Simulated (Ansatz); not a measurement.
`[Li][Ag]` + HCl → `[Cl][Ag]` + `[LiH]` at 700 K and 1 bar (cleavage of the Ag–Li bond).

Gas-phase electronic energies from Ansatz, PBE0-D4/def2-TZVP geometries. CBS: MP2 limit from def2 TZ/QZ plus the TZ coupled-cluster correction, frozen cores. This one scheme is used for every species. Elements past krypton have def2 core potentials. For Ag, Li outer-core shells are correlated without core-valence functions, which leaves a few kJ/mol of doubt a bond.

```csv
species,CCSD(T)/CBS energy (Eh),H − E (kJ/mol),S (J/(mol·K))
`[Li][Ag]`,-154.44244,26.5,262.9
HCl,-460.38127,38.4,211.8
`[Cl][Ag]`,-606.73060,26.4,277.5
`[LiH]`,-8.06146,29.8,197.3
```

H − E and S are ideal-gas, rigid-rotor, harmonic terms from PBE0-D4/def2-TZVP. 1 Eh = 2625.50 kJ/mol, R = 8.31446 J/(mol·K).

Task: By hand: ΔE, ΔH, ΔS and ΔG.

Result: ΔE = (-606.73060) + (-8.06146) − (-154.44244) − (-460.38127) = 0.03165 Eh = 83.1 kJ/mol. Δ(H − E) = 26.4 + 29.8 − 26.5 − 38.4 = -8.7, so ΔH = 74.4 kJ/mol. ΔS = 277.5 + 197.3 − 262.9 − 211.8 = 0.1 J/(mol·K). ΔG = 74.4 − 700 × (0.1)/1000 = 74.3 kJ/mol.

Task: By hand: the equilibrium constant, and the temperature at which ΔG would vanish if ΔH and ΔS stayed fixed.

Result: log₁₀ K = −ΔG/(RT ln 10) = -5.5. ΔG = 0 at ΔH/ΔS = 744000 K, far beyond where these terms or the molecules hold.

The number of gas molecules stays the same, so ΔS is small and ΔH decides. A doubt of 5 kJ/mol in ΔE shifts log₁₀ K by 0.4 here. These are equilibria of isolated gas molecules and say nothing of rates. Largest T1 diagnostic: 0.028 (customary marks: 0.02 for closed shells, 0.045 for open ones).
